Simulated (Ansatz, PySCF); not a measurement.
H3P2, doublet, geometry from GFN2-xTB. Base run: MP2/STO-3G run with PySCF.

PySCF was given this input:
```python
from pyscf import gto, scf, mp

mol = gto.Mole()
mol.atom = '''
    P     0.91132207   -0.43419083    0.44848535
    P    -0.83945394    0.33421071   -0.48019854
    H     1.71456172    0.57131463   -0.10152077
    H    -1.06154102    1.41633629    0.37351990
    H    -1.73104269   -0.48794896    0.20369883
'''
mol.basis = 'sto-3g'
mol.spin = 1
mol.verbose = 4
mol.build()

mf = scf.UHF(mol)
mf.kernel()

pt = mp.MP2(mf)
pt.kernel()
print('E(MP2) = %.10f' % pt.e_tot)
```

The same geometry, method and basis name were run in Ansatz (an electronic-structure program) and PySCF, at each program's defaults and at the settings that a row names. The base is PySCF at its defaults. Differences at the defaults can come from grids, fitting, cores and function types together.

| code and settings | ΔE vs base (mEh) | basis functions | E (Eh) | SCF cycles | SCF-reference dipole (D) |
|---|---|---|---|---|---|
| PySCF, defaults (exact integrals, spherical functions, all electrons correlated) | 0.000 | 21 | -675.59873 | 11 | 0.51 |
| Ansatz, defaults (factorised integrals, spherical functions, frozen core) | 2.986 | 21 | -675.59575 | - | - |
| PySCF, frozen core | 2.982 | 21 | -675.59575 | 11 | 0.51 |
| Ansatz, high accuracy, frozen core | 2.982 | 21 | -675.59575 | - | - |

Open shells are given as the SCF converged; they aren't shown to be the lowest states, and a large step between rows can be another state.
